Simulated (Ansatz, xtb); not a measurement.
## C6H5NO: which of two isomers lies lower

Structure X: `O=Cc1cccnc1`, a singlet. Structure Y: `O=Cc1ccccn1`, a singlet. Both are isolated molecules in the gas phase, relaxed with B3LYP-D3(BJ)/def2-SVP; the shapes shown needn't be the lowest conformers.

X (Å):

| atom | x (Å) | y (Å) | z (Å) |
| --- | --- | --- | --- |
| C | -1.7421 | 1.1205 | 1.4779 |
| C | -0.7549 | 1.1272 | 0.3726 |
| C | -0.5785 | -0.0012 | -0.4424 |
| C | 0.3617 | 0.0617 | -1.4644 |
| C | 1.0884 | 1.2501 | -1.6312 |
| C | 0.0266 | 2.2628 | 0.1154 |
| N | 0.9300 | 2.3304 | -0.8626 |
| O | -2.4468 | 0.1778 | 1.7550 |
| H | -1.7968 | 2.0761 | 2.0609 |
| H | -1.1816 | -0.8919 | -0.2517 |
| H | 0.5386 | -0.7875 | -2.1276 |
| H | 1.8360 | 1.3265 | -2.4294 |
| H | -0.0933 | 3.1579 | 0.7395 |

Y (Å):

```xyz
13

C    -1.2364    1.3795   -1.8003
C    -1.2287    0.2496   -0.8233
C    -0.1548   -0.6506   -0.7891
C    -0.1943   -1.6881    0.1403
C    -1.2996   -1.7801    0.9903
C    -2.3207   -0.8281    0.8742
N    -2.2907    0.1665   -0.0112
O    -0.3542    1.5899   -2.5983
H    -2.1489    2.0210   -1.7219
H     0.6737   -0.5129   -1.4860
H     0.6200   -2.4138    0.2037
H    -1.3749   -2.5760    1.7345
H    -3.1982   -0.8782    1.5289
```

Quicker runs give these differences E(Y) − E(X): GFN2-xTB +1.15 kJ/mol; HF/STO-3G −4.62 kJ/mol (at GFN2-xTB geometries); r2SCAN-D4/def2-SVP −4.74 kJ/mol (at GFN2-xTB geometries).

Question: Which of the two would you expect CCSD(T)/def2-SVP + ΔMP2/def2-TZVPP electronic energies to favour?

Answer: CCSD(T)/def2-SVP + ΔMP2/def2-TZVPP gives E(Y) − E(X) = −4.54 kJ/mol, slightly favouring structure Y, which is too small a margin to settle the true order.

How the difference moves with the method:

| level | geometry | E(Y) − E(X) (kJ/mol) | departure from the last row (kJ/mol) | job, with rough time for the two |
| --- | --- | --- | --- | --- |
| GFN2-xTB | GFN2-xTB | +1.15 | +5.68 | optimisation, 0.16 s |
| HF/STO-3G | GFN2-xTB | −4.62 | −0.09 | single point, 0.62 s |
| r2SCAN-D4/def2-SVP | GFN2-xTB | −4.74 | −0.20 | single point, 6.6 s |
| B3LYP-D3(BJ)/def2-SVP | B3LYP-D3(BJ)/def2-SVP | −4.55 | −0.01 | optimisation, 47 s |
| HF/def2-SVP | B3LYP-D3(BJ)/def2-SVP | −3.62 | +0.92 | part of the CCSD(T) run |
| MP2/def2-SVP | B3LYP-D3(BJ)/def2-SVP | −9.12 | −4.59 | part of the CCSD(T) run |
| CCSD(T)/def2-SVP | B3LYP-D3(BJ)/def2-SVP | −5.86 | −1.33 | single point |
| CCSD(T)/def2-SVP + ΔMP2/def2-TZVPP | B3LYP-D3(BJ)/def2-SVP | −4.54 |  | single point, 2.8 min |

As drawn, both hold the same kinds of bond in the same numbers.

GFN2-xTB finds them nearly level. The largest departure from CCSD(T)/def2-SVP + ΔMP2/def2-TZVPP is that of GFN2-xTB, 5.68 kJ/mol. The last row adds to CCSD(T) the change of the MP2 difference between the two basis sets, here +1.33 kJ/mol.

With thermal terms from frequencies at re-optimised GFN2-xTB minima (ideal gas, soft modes damped towards free rotors, one conformer each, 298.15 K, 1 atm): the zero-point term adds +0.20 kJ/mol; ΔH is −4.43 and ΔG −4.10 kJ/mol.

The correlated steps freeze 8 core orbitals. Run with Ansatz 0.2.0, xtb 6.7.1; the last row on 2 threads of Arm Neoverse V1 on a shared host.
